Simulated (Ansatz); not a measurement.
Relaxation of BH₉N₂O₂Si (15 atoms, charge 0, multiplicity 1), to a largest force component of 0.03 eV/Å in at most 50 steps.

All numbers below come from RKS B3LYP-D4/def2-SVP in Ansatz 0.2.0.

```xyz
15
Properties=species:S:1:pos:R:3:forces:R:3
B 0.081 -0.449 0.290 -0.34 -0.52 1.59
N -0.193 -0.710 1.739 0.32 0.36 -1.61
H -0.940 -1.345 2.003 0.02 0.02 -0.01
H 0.626 -0.831 2.327 -0.02 -0.02 0.01
O 1.371 -0.208 -0.078 0.05 0.00 0.05
H 1.432 0.099 -0.990 -0.03 0.01 -0.04
O -0.904 -0.520 -0.661 0.00 0.02 -0.08
H -1.794 -0.602 -0.303 0.01 -0.01 0.02
N -0.311 2.204 0.931 -0.22 -0.19 0.58
H -1.081 2.756 0.562 0.02 -0.04 0.02
Si 1.210 2.975 1.288 -0.01 0.02 -0.04
H 2.088 1.961 1.937 -0.02 0.03 -0.01
H 1.827 3.468 0.015 -0.03 -0.04 0.07
H 1.133 4.166 2.209 0.00 -0.06 -0.06
H -0.642 1.500 1.617 0.24 0.44 -0.50
```

Problem. Where does it end, and by what steps?

Solution. The run converged. The force dipped under the threshold on the way, but the program's further checks kept it going. After 25 steps the energy has fallen by 0.194 eV; H14 moved furthest, 0.97 Å.

```
step  energy less start (eV)  largest force component (eV/Å)  accepted
   0                  0.0000                           1.606       yes
   1                 -0.0696                           1.052       yes
   2                 -0.0948                           0.268       yes
   3                 -0.1045                           0.176       yes
   4                 -0.1127                           0.181       yes
   5                 -0.1100                           0.380        no
   6                 -0.1171                           0.075       yes
   7                 -0.1258                           0.059       yes
   8                 -0.1310                           0.203       yes
   9                 -0.1163                           1.107        no
  10                 -0.1436                           0.191       yes
  11                 -0.1529                           0.413       yes
  12                 -0.1617                           0.366       yes
  13                 -0.1699                           0.255       yes
  14                 -0.1773                           0.150       yes
  15                 -0.1824                           0.102       yes
  16                 -0.1859                           0.140       yes
  17                 -0.1874                           0.223       yes
  18                 -0.1899                           0.146       yes
  19                 -0.1917                           0.052       yes
  20                 -0.1928                           0.035       yes
  21                 -0.1932                           0.091       yes
  22                 -0.1936                           0.046       yes
  23                 -0.1938                           0.014       yes
  24                 -0.1939                           0.015       yes
  25                 -0.1940                           0.017       yes
```

```xyz
15
Properties=species:S:1:pos:R:3
B 0.105 -0.492 0.273
N -0.399 -0.912 1.537
H -1.316 -1.312 1.682
H 0.241 -1.083 2.304
O 1.424 -0.127 0.209
H 1.658 0.233 -0.655
O -0.662 -0.391 -0.864
H -1.583 -0.649 -0.752
N -0.271 2.353 1.756
H -1.150 2.754 1.442
Si 1.213 3.010 1.143
H 2.350 2.475 1.941
H 1.519 2.766 -0.307
H 1.140 4.495 1.300
H -0.363 1.345 1.877
```

Whether the end is a true minimum wasn't checked by a vibrational analysis.

Time of the run: 64 s on 4 threads of Arm Neoverse V1, on a shared host, peak memory 0.34 GiB.
